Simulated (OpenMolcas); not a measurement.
**O2+: effect of the level shift or regulariser**

```yaml
Program: OpenMolcas
Basis: ANO-RCC-VQZP [5s4p3d2f1g]
Scalar_Hamiltonian: DKH2, point nucleus
Active_space: 4 electrons in 9 orbitals (RAS2 2s 2p; RAS3 3d, at most 2 electrons)
State_averaging: 2S+1 = 3 even, 6 roots; 2S+1 = 1 even, 11 roots; 2S+1 = 5 odd, 1 root; 2S+1 = 3 odd, 9 roots; 2S+1 = 1 odd, 8 roots
Spin-orbit_coupling: state interaction with AMFI integrals over the reference wave functions, term energies averaged over their components
```

Methods on the same reference wave functions:
A. RASSCF
B. MS-RASPT2, IPEA 0.25 Eh, imaginary shift 0.1 Eh (closed shells correlated: 1s)
C. MS-RASPT2, IPEA 0.25 Eh, real shift 0.2 Eh (closed shells correlated: 1s)

Energies in cm-1 above 2s2 2p2 3P0, the measured ground level; measured values from Moore, Selected Tables of Atomic Spectra, NSRDS-NBS 3, section 11.

| Level | A | B | C | Measured |
| --- | --- | --- | --- | --- |
| 2s2 2p2 3P0 | 0.0 | 0.0 | 0.0 | 0.0 |
| 2s2 2p2 3P1 | 103 | 103 | 103 | 113 |
| 2s2 2p2 3P2 | 303 | 304 | 304 |  |
| 2s2 2p2 1D2 | 22351 | 20700 | 20700 | 20273 |
| 2s2 2p2 1S0 | 46670 | 43730 | 43730 | 43186 |
| 2s 2p3 5S* 2 | 56371 | 59070 | 59060 | 60325 |
| 2s 2p3 3D* 1 | 121745 | 119800 | 119810 |  |
| 2s 2p3 3D* 2 | 121745 | 119810 | 119810 |  |
| 2s 2p3 3D* 3 | 121747 | 119810 | 119810 |  |
| 2s 2p3 3P* 0 | 146640 | 142690 | 142740 |  |
| 2s 2p3 3P* 1 | 146640 | 142690 | 142740 |  |
| 2s 2p3 3P* 2 | 146641 | 142690 | 142750 |  |
| 2s 2p3 1D* 2 | 192716 | 187750 | 187760 | 187054 |
| 2s 2p3 3S* 1 | 202747 | 198170 | 198180 | 197088 |
| 2s 2p3 1P* 1 | 219617 | 212440 | 212520 | 210462 |

Deviations, from unrounded energies. A percentage is the sum of absolute deviations over the sum of measured energies, with the sign that they share, or ± where signs differ.

| Against measurement | Levels | A | B | C |
| --- | --- | --- | --- | --- |
| mean absolute deviation (cm-1) | 7 | 4300 | 860 | 870 |
| fine structure of the ground term (%) | 1 | -9.3 | -9.0 | -9.0 |
| other terms of the ground configuration (%) | 2 | +8.8 | +1.5 | +1.5 |
| other configurations (%) | 4 | ±3.7 | ±0.8 | ±0.8 |

B, C lie about equally close to measurement and A furthest from it. The largest miss of B in the table is 2s 2p3 1P* 1, by +2000 cm-1. The ranking rests on the paired levels alone, and a cruder setting can come out closer through cancelling errors.

Between B and C the level of the table that moves most is 2s 2p3 1P* 1, by 76 cm-1 (lowest in B, highest in C). Moves below CASPT2's spread within the term are not significant.

The mean deviations of B to C differ by less than CASPT2's widest spread within a term (27 cm-1), so their order carries little weight.

From A to B the spin-free energies of the other terms of 2s2 2p2 shown, above 3P, scale by factors of 0.93 to 0.94.

The lowest spin-free term lies below A's lowest term by 0.042 hartree in B, 0.042 hartree in C.

CASPT2 breaks the degeneracy within a term, and the mean is taken; among the terms shown or strongly mixed into the levels shown the widest spread is 27 cm-1 (2s 2p3 3D*, B). Active for correlation alone: 3d; no level in the range computed is led by a configuration that fills it, so any true level of that kind is missing. Computed and measured levels are paired by configuration, term and J; levels that our copy of the source lacks, or whose pairing is in doubt (as where it misses far off the trend of its configuration), stay unpaired and out of the deviations. Only configurations of the active space appear. The table leaves out levels that lie high or whose names do not pair safely across all columns.

* marks odd parity.
